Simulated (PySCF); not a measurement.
Spinor energies of Pb(47+) (lead, charge +47)

Start: [Ar] 3d10 4s2 4p5; 4p1/2 filled at m_j = +1/2; 4p3/2 filled at m_j = -3/2, -1/2, +1/2, +3/2. Calculated with PySCF 2.14 in an uncontracted even-tempered set (16 s from 6.6 bohr⁻², ratio 2.8; 14 p from 8.5 bohr⁻², ratio 2.8; 8 d from 15 bohr⁻², ratio 2.8; 4 f from 39 bohr⁻², ratio 3): generalised Hartree-Fock with the X2C-1e Hamiltonian and a Gaussian nucleus; one run each with spin-orbit coupling (SO) screened by Boettger's factors, then bare. This is a chosen level, not necessarily the ground level.

| spinor shell | electrons | ε, screened SO (eV) | ε, bare SO (eV) | weight of nominal j (bare SO) | rms radius, bare SO (bohr) |
| --- | --- | --- | --- | --- | --- |
| 1s1/2 | 2 | -90896.4 | -90894.2 | 1.000 | 0.0181 |
| 2s1/2 | 2 | -18388.7 | -18388.0 | 1.000 | 0.0730 |
| 2p1/2 | 2 | -17734.9 | -17784.4 | 1.000 | 0.0615 |
| 3s1/2 | 2 | -6215.7 | -6215.5 | 1.000 | 0.184 |
| 3p1/2 | 2 | -5926.6 | -5938.0 | 1.000 | 0.175 |
| 3p3/2 | 4 | -5412.6 | -5409.2 | 1.000 | 0.191 |
| 3d3/2 | 4 | -4956.2 | -4965.8 | 1.000 | 0.166 |
| 3d5/2 | 6 | -4847.2 | -4841.3 | 1.000 | 0.171 |
| 4s1/2 | 2 | -2886.9 | -2886.9 | 1.000 | 0.387 |
| 4p1/2 | 1 | -2769.9 | -2773.6 | 1.000 | 0.378 |
| 4p3/2 | 4 | -2600.5 | -2599.4 | 1.000 | 0.401 |

**Question.** Where does 2p3/2 lie, and what is the 2p spin-orbit splitting (bare SO)?

**Answer.** At -15523.7 eV, 2260.7 eV above 2p1/2.

| quantity | screened SO | bare SO |
| --- | --- | --- |
| E (hartree) | -19346.26803 | -19348.39653 |
| M_J | 1/2 | 1/2 |
| ⟨J²⟩ | 0.751 | 0.751 |
| ⟨L²⟩ | 2.102 | 2.109 |
| ⟨S²⟩ | 0.851 | 0.858 |

Each row is a mean over spinors that exchange with the open shell spreads, by up to 8.169 eV (3p1/2).

Breit and QED terms are absent; they matter most for the inner s and p1/2 levels.

Densities and radii are taken from the X2C orbitals without a picture-change correction, which distorts them close to the nucleus.
